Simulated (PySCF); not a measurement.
## How methods differ on the ionisation energy of Te²⁺

Te²⁺ [Kr] 4d10 5s2 5p2 (3P) → Te³⁺ [Kr] 4d10 5s2 5p1 (2P), as a difference of total energies. Calculation: PySCF 2.14, in aug-cc-pV5Z-PP with ECP28MDF (8s8p6d4f3g2h, 139 functions); scalar relativity through the core potential. Correlated levels: valence: 4s2 4p6 4d10 frozen. The calculations carry no spin-orbit coupling.

Q: Order these methods by the ionisation energy they give, lowest first.
A. PBE
B. UHF
C. LDA
D. SCS-MP2 (valence)

A: B (26.970 eV), D (27.297 eV), A (27.494 eV), C (27.710 eV).

The reference lies between the lowest fine-structure levels, while these numbers refer to the centres of the terms.

For comparison: 27.84 ± 0.04 eV (measured; NIST Atomic Spectra Database, ionization energies).
